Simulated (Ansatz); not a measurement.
```yaml
atoms:
  - { symbol: H, position_ang: [1.9760, 0.0000, 0.3848] }
  - { symbol: H, position_ang: [0.9880, 1.7113, 0.3848] }
  - { symbol: H, position_ang: [-0.9880, 1.7113, 0.3848] }
  - { symbol: H, position_ang: [-1.9760, 0.0000, 0.3848] }
  - { symbol: H, position_ang: [-0.9880, -1.7113, 0.3848] }
  - { symbol: H, position_ang: [0.9880, -1.7113, 0.3848] }
  - { symbol: H, position_ang: [1.9760, 0.0000, -0.3848] }
  - { symbol: H, position_ang: [0.9880, 1.7113, -0.3848] }
  - { symbol: H, position_ang: [-0.9880, 1.7113, -0.3848] }
  - { symbol: H, position_ang: [-1.9760, 0.0000, -0.3848] }
  - { symbol: H, position_ang: [-0.9880, -1.7113, -0.3848] }
  - { symbol: H, position_ang: [0.9880, -1.7113, -0.3848] }
```

Basis set: def2-SVP (spherical functions). All electrons are correlated. Charge 0, multiplicity 1.

Computed with Ansatz (development build ahead of 0.2.0); each method stands on the lowest determinant of its kind that the runs found. Restricted open shells among the atoms or ions are ROHF, correlated in semicanonical orbitals with singles.

**Question.** Give the atomization energy at this shape (free ground-state atoms in the same class of orbitals less the molecule, no zero-point energy) of singlet H12 by RHF-MP2, RHF.

**Answer.**

```tsv
method	atomization energy
RHF-MP2	23.43 eV
RHF	18.78 eV
```
